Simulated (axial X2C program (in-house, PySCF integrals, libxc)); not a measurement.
**Bond lengths and stretching modes, held linear, of OGeO²⁺**

Calculated with an axial X2C code built on PySCF integrals: two-component X2C with atomic mean-field Coulomb and Gaunt terms, Gaussian nuclei, basis O dyall-av3z, Ge dyall-v3z with contracted cores. Spin-free rows use the one-electron spin-free X2C Hamiltonian.

Masses O 15.995, Ge 73.921, O 15.995 u. States: 2c Ω = 3 (beyond evenly filled blocks: 2 × ω = 3/2); spin-free M_S = 1, Λ = 2 (beyond evenly filled blocks: 2 × π+α, 2 × π+β, 2 × π-α).

PBE0, spin-free: energies above the lowest point

```tsv
r(O–Ge) (Å)	r(Ge–O) (Å)	E (meV)
1.6975	1.6975	47.08
1.6975	1.7410	24.31
1.6975	1.7845	49.71
1.7410	1.6975	24.31
1.7410	1.7410	0.00
1.7410	1.7845	23.94
1.7410	1.8281	84.54
1.7845	1.6975	49.71
1.7845	1.7410	23.94
1.7845	1.7845	46.53
1.8281	1.7410	84.54
1.8281	1.8281	163.99
```

Task: Fit a quadratic surface with cubic terms in each bond: where is the minimum, and what are the two stretching wavenumbers?

Result: At PBE0, spin-free: bonds 1.739 and 1.739 Å; harmonic stretches 652.7 and 803.3 cm⁻¹; force constants 4.13, 4.13 and coupling -0.11 mdyn/Å.

The other levels and Hamiltonians give:

```csv
Hamiltonian,level,r(O–Ge) (Å),r(Ge–O) (Å),lower stretch (cm⁻¹),upper stretch (cm⁻¹)
2c,PBE0,1.739,1.739,653.3,804.0
2c,PBE,1.772,1.772,601.3,754.1
spin-free,PBE,1.772,1.772,600.7,753.4
```

Each state is one determinant, the lowest of a limited PBE0 search; the stretches come from a fit to these few points and carry an uncertainty of a few per cent. Other orders of the atoms were not compared. Left out for rough or failed fits: HF 2c, MP2 2c, HF spin-free, MP2 spin-free. A multiply charged ion may be only metastable. The molecule was held linear; bending was not examined, so a bent shape may lie lower. Open-shell Ω = 0 determinants with evenly filled partner blocks cannot be reached by this program, so the Ω shown need not be the lowest component. Note: functional without a current term on a determinant with orbital currents, of the molecule or an atom. Note: several unpaired electrons, one determinant need not be a pure state.
